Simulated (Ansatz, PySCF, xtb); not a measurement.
Complex: H4SeSi (SMILES [SiH3][SeH]) (first 6 atoms) with HF (SMILES F); geometry from B3LYP-D3(BJ)/def2-TZVP, rigid monomers moved along the line of their centres of mass till Se2···H8 is 3.29 Å.
(charge 0, multiplicity 1):
```xyz
8

Si     0.6140    -1.3546     0.8601
Se    -0.4734     0.6838     0.9874
H      0.0502    -2.1599    -0.2427
H      2.0175    -0.9959     0.5795
H      0.4886    -2.0777     2.1396
H     -1.7522     0.0804     1.3975
F      1.1475     0.9047     4.8650
H      0.6965     1.0143     4.0478
```

Monomers are frozen at their geometry in the pair; levels with a basis set take the counterpoise correction.

Cores are frozen in the correlated methods. Filled d and f shells under p-block atoms count as core. CBS: X⁻³ extrapolation of the correlation energy, Hartree–Fock from the larger set.

Programs: Ansatz (Gaussian basis) for Hartree–Fock, density functionals and correlated methods; PySCF for the dispersion terms; xtb for the GFN methods. Values without a source in brackets are computed.

Question: Estimate the interaction energy that PBE0-D3(BJ)/def2-TZVPPD returns for this input.

Answer: -3.0 kcal/mol

Question: What interaction energy does GFN2-xTB give?

Answer: -1.8 kcal/mol

Question: What is the computed interaction energy (CCSD(T)/CBS(def2-SVPD, def2-TZVPPD))?

Answer: -2.5 kcal/mol

Ansatz is an electronic-structure program.
